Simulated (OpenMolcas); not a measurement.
## Mn4+ in a point-charge field

Mn4+ among 6 point charges of -1 e arranged as a tetragonal octahedron (D4h), 2.01 Å from the ion, with the axial distance 2.271 Å.

| Quantity | Value |
| --- | --- |
| Program | OpenMolcas 26.06 |
| Method | SS-CASPT2, IPEA 0.25 Eh, imaginary shift 0.1 Eh (closed shells correlated: 3s 3p) |
| Basis | ANO-RCC-VDZP [5s4p2d1f] |
| Scalar Hamiltonian | DKH2, point nucleus |
| Active space | 3 electrons in 5 orbitals (3d) |
| State averaging | 2S+1 = 4 even, 10 roots; 2S+1 = 2 even, 40 roots |
| Spin-orbit coupling | state interaction with AMFI integrals over the reference wave functions |

The lowest spin-free states (labels of D4, the rotations of D4h), above the lowest:

| State | Degeneracy | E (cm-1) | Free-ion L (%) |
| --- | --- | --- | --- |
| 4B1 | 1 | 0 | F (100) |
| 4E | 2 | 390 | F (100) |
| 4B2 | 1 | 1300 | F (100) |
| 4E | 2 | 1400 | F (100) |
| 4A2 | 1 | 1430 | F (100) |
| 4A2 | 1 | 16820 | P (100) |
| 4E | 2 | 18360 | P (100) |
| 2A1 | 1 | 18620 | G (98) |
| 2E | 2 | 18760 | G (99) |
| 2B1 | 1 | 18870 | G (98) |
| 2A1 | 1 | 19220 | G (98) |
| 2A2 | 1 | 19230 | G (97) |
| 2B2 | 1 | 19270 | G (100) |
| 2E | 2 | 19390 | G (99) |
| 2E | 2 | 25190 | P (66) |
| 2E | 2 | 25390 | H (75) |
| 2A2 | 1 | 25430 | P (75) |
| 2B2 | 1 | 25430 | D (96) |
| 2A2 | 1 | 25710 | H (92) |
| 2B1 | 1 | 25860 | D (95) |

The lowest levels with spin-orbit coupling:

```
E (cm-1)  Degeneracy  Label  2S+1               g
       0           2   E3/2     4  0.97 1.87 1.87
     170           2   E1/2     4  0.38 0.38 3.40
     500           2   E3/2     4  1.20 3.26 3.26
     860           2   E1/2     4  2.85 3.13 3.13
     990           2   E3/2     4  1.72 4.93 4.93
    1100           2   E1/2     4  1.72 3.78 3.78
    1280           2   E3/2     4  0.31 0.31 0.76
    1510           2   E1/2     4  0.58 0.58 3.74
    1730           2   E3/2     4  0.20 2.53 2.53
    1940           2   E1/2     4  1.92 3.70 3.70
    2170           2   E3/2     4  2.08 4.10 4.10
    2180           2   E1/2     4  1.32 4.32 4.32
    2470           2   E3/2     4  0.91 5.42 5.42
    2510           2   E1/2     4  0.77 6.22 6.22
   17240           2   E3/2     4  0.00 0.00 5.96
   17240           2   E1/2     4  1.99 3.58 3.58
   18590           2   E1/2     4  2.20 2.20 3.54
   18770           2   E1/2     4  0.46 2.53 2.53
   18870           2   E1/2     2  1.06 3.01 3.01
   18900           2   E3/2     4  0.01 0.01 4.03
```

Powder χT (cm3 K/mol): 0.249 at 2 K, 0.256 at 10 K, 0.293 at 50 K, 0.361 at 100 K, 0.548 at 200 K, 0.751 at 300 K. The effective moment at 300 K is 2.828 √(χT) = 2.45 μB.

The lowest level has 2S+1 = 4, for which the spin-only value is χT = S(S+1) / 2 = 1.875 cm3 K/mol (g = 2). The computed 0.751 at 300 K differs by -1.124, through orbital momentum, spin-orbit coupling and any other state in reach.

Spin-orbit coupling mixes the spin-free states strongly: the lowest level takes only 50 % from its leading state, 4B1. The ground term spreads over less than 5000 cm-1, several times less than with real ligands, so orbital moments are less quenched and χT lies further from the spin-only value than at real sites. Free-ion shares, where given, are those of the reference states; single-state CASPT2 does not remix them. This is an electrostatic model: the charges have no orbitals. No measured value stands beside these numbers.
